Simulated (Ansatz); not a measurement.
Mulliken charges of `FBCF` from ωB97M-V/def2-TZVPP in Ansatz (PBE0-D4/def2-TZVP geometry).

```
atom   x (Å)   y (Å)   z (Å)  charge (e)
  F1  -1.734  -0.035  -0.800      -0.211
  B2  -0.622   0.517  -0.366       0.174
  C3   0.512  -0.353   0.270       0.046
  F4   0.234  -1.704   0.325      -0.236
  H5  -0.497   1.706  -0.469       0.033
  H6   0.723   0.007   1.288       0.097
  H7   1.445  -0.207  -0.293       0.097
```

**Question.** By hand: the dipole of these point charges (1 e Å = 4.8032 D).

**Answer.** Σ q r = (0.420, 0.520, 0.122) e Å, of length 0.679 e Å = 3.26 D.

**Question.** How does the dipole of the full density compare? (An estimate is asked.)

**Answer.** Ansatz gave: (0.257, 0.367, 0.068) e Å, 2.18 D; the point charges give 1.50 times that, at 4° from its direction.

Point charges leave out the atoms' own dipoles, such as those of lone pairs, and Mulliken's split depends on the basis, so the two needn't agree.
